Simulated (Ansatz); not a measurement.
C₃H₇ClSn (`C[CH](C)[Sn][Cl]`), relaxed with RKS PBE0-D4/def2-TZVP in Ansatz 0.2.0 from a PBE-D4/def2-SVP geometry. The force threshold is 0.005 eV/Å; the program also tests the step.

Total charge 0; spin multiplicity 1. Sn takes the def2 core potential.

Start:

```xyz
12

C     1.163    0.106   -0.686
C     0.302    0.004    0.576
C    -0.888   -0.945    0.404
Sn   -0.444    2.036    1.194
Cl   -1.629    2.370   -0.900
H     2.054    0.755   -0.545
H     0.582    0.520   -1.536
H     1.541   -0.895   -0.997
H     0.930   -0.338    1.431
H    -0.550   -1.971    0.129
H    -1.494   -1.047    1.331
H    -1.569   -0.595   -0.401
```

Task: How much energy does the relaxation release, and in how many steps? (An estimate is asked.)

Result: The calculation gave: 5.75 kJ/mol, in 7 steps.

Task: Which bonds change most? (Estimate.)

Result: Computed: C2–Sn4 from 2.251 to 2.206 Å; Sn4–Cl5 from 2.429 to 2.384 Å; C1–H8 from 1.115 to 1.097 Å; C2–H9 from 1.115 to 1.098 Å.

Task: Give the relaxed structure. (Best estimate.)

Result: Computed: 
```xyz
12

C     1.155    0.097   -0.679
C     0.293    0.016    0.573
C    -0.880   -0.937    0.392
Sn   -0.414    2.020    1.165
Cl   -1.648    2.377   -0.843
H     2.026    0.748   -0.551
H     0.580    0.477   -1.528
H     1.536   -0.893   -0.958
H     0.909   -0.324    1.415
H    -0.530   -1.944    0.132
H    -1.488   -1.036    1.297
H    -1.538   -0.601   -0.415
```
